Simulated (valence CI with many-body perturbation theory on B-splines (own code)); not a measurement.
## Questions on Eu⁵⁷⁺

Method: relativistic CI+MBPT: four valence electrons over a frozen Dirac-Fock core [He], a basis of 11 s, 11 p, 9 d, 7 f, 5 g, 2 h, 1 i functions for each j, with the one-electron correlation potential Σ1, the two-electron term Σ2, the three-electron term Σ3, Breit, model QED; selected CI, second order for the rest (own B-spline code, finite nucleus).

No measured spectrum was set against this ion. As an estimate, large intervals hold to a few tenths of a per cent, small ones and those within an open d or f shell to about a per cent. Among the levels kept, up to 260 cm⁻¹ of a level comes from second order outside the variational space, and about a tenth of that is noise between levels of different J, which matters for small intervals.

Levels are named by their leading jj configuration (3d3/2^4 stands for four electrons in 3d with j = 3/2), which in mixed levels can hold well under half, so a name can repeat and another be missing.

Rates and lifetimes use the calculated energies. Strong lines usually hold to 10 to 20 %, long lifetimes can be off by a factor of two.

Problem. What is the ground level?

Solution. (2s^2 2p1/2^2) J=0, composition 69 % 2s2 2p2 3P + 31 % 2s2 2p2 1S.

Problem. How well does LS coupling describe the low levels?

Solution. Among the lowest 20 levels the leading LS term, summed over configurations, holds 67 % on average. For single configurations the figures are 67 % in LS and 99 % in jj coupling. Terms mix most in the J = 1 level at 71.98 Ry, where the leading one holds 33 %.

Problem. Among levels below 625.43 Ry, which E1 lines absorb most strongly from the ground level?

Solution. to (2s^2 2p1/2 3d3/2) J=1 at 0.1647 nm, f = 1.05; to (2s 2p1/2^2 3p1/2) J=1 at 0.1665 nm, f = 0.414; to (2s 2p1/2^2 3p3/2) J=1 at 0.1617 nm, f = 0.341.

Problem. Where does the other parity begin?

Solution. At (2s 2p1/2^2 2p3/2) J=2, 66.67 Ry.

Problem. What is the ionisation energy?

Solution. 12720 eV; NIST lists 12718 ± 6 eV (theoretical).

Problem. What are the static dipole polarisabilities of the lowest levels?

Solution. (2s^2 2p1/2^2) J=0 0.000191 bohr³, of which the core gives 4.62e-07.

Problem. Name the longest-lived excited levels whose lifetime is computed, and their main decay.

Solution. (2s^2 2p1/2 2p3/2) J=2 at 50.73 Ry lives 197 ns, mostly by E2 to (2s^2 2p1/2^2) J=0; (2s^2 2p1/2 2p3/2) J=1 at 49.46 Ry lives 517 ps, mostly by M1 to (2s^2 2p1/2^2) J=0.
